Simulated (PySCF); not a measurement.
# Reading the logs of faulty runs: C2H6Si

Calculated results; nothing here was measured. They come from PySCF 2.14.0, an open-source quantum chemistry program, on an isolated molecule that a program drew, which may never have been made. The molecule is C2H6Si (charge 0, singlet), drawn as the SMILES string `C=[SiH]C`.

Each row is a Hartree-Fock (HF) and frozen-core CCSD(T) single point in the cc-pV(D+d)Z basis, meant for a local HF minimum. Run 1 is clean. Each other run has one planted mistake out of seven kinds, and not every kind appears here: one electron removed, one electron added, multiplicity raised by two, geometry at a saddle point, minimal basis STO-3G, one bond length entered in bohr, all coordinates scaled. The reference is restricted for singlets and unrestricted otherwise, and also for a bond in bohr. Adding or removing an electron swaps singlet and doublet. Electrons count all cores. HOMO and LUMO are orbital energies over both spins, the gradient is its largest component, and the lowest frequency (negative if imaginary) is given only where the gradient is small. Bond lengths are over the 8 bonds as drawn. T1 is the CCSD diagnostic: over 0.02 (restricted) or 0.045 (unrestricted) a single reference is doubtful.

Geometry of the clean run:
```xyz
9
C2H6Si, angstrom
C    -1.8758   -1.7707    0.0785
Si   -0.2141   -1.6338   -0.2031
C     0.6264   -1.8256   -1.8623
H    -2.5897   -1.9860   -0.7093
H    -2.2997   -1.6476    1.0690
H     0.7187   -1.3397    0.9010
H     1.3543   -2.6407   -1.8348
H     1.1619   -0.9116   -2.1321
H    -0.1079   -2.0413   -2.6407
```

```
run  electrons  basis functions  <S^2>  HOMO (eV)  LUMO (eV)  gradient (hartree/bohr)  lowest frequency (cm^-1)  mean bond (Å)  longest bond (Å)      T1  HF (hartree)  CCSD(T) (hartree)                 mistake
  1         32               81  0.000      -8.22       3.04                  2.1e-05                       144         1.3104             1.870  0.0127    -368.11595         -368.56116                no fault
  2         32               81  0.000      -8.10       2.82                  1.9e-02                         -         1.3470             1.922  0.0133    -368.10976         -368.56068  all coordinates scaled
  3         31               81  0.756     -17.61      -6.04                  8.8e-02                         -         1.3104             1.870  0.0110    -367.86442         -368.25859                       ?
  4         32               25  0.000      -5.60       7.78                  4.1e-02                         -         1.3104             1.870  0.0136    -363.81739         -364.04075                       ?
```

**Which mistake was planted in run 3, and what did it cost?**

It counts 31 electrons, one fewer than the clean run, at the same geometry and basis. So the mistake is: one electron removed. Subtracting run 1 and multiplying by 627.51 kcal/mol a hartree, the energy moved by 157.8 kcal/mol in HF and 189.9 kcal/mol in CCSD(T).

**Which mistake was planted in run 4, and what did it cost?**

It has 25 basis functions where the clean run has 81, with the same electrons and geometry. So the mistake is: minimal basis STO-3G. Subtracting run 1 and multiplying by 627.51 kcal/mol a hartree, the energy moved by 2697.4 kcal/mol in HF and 2836.6 kcal/mol in CCSD(T).

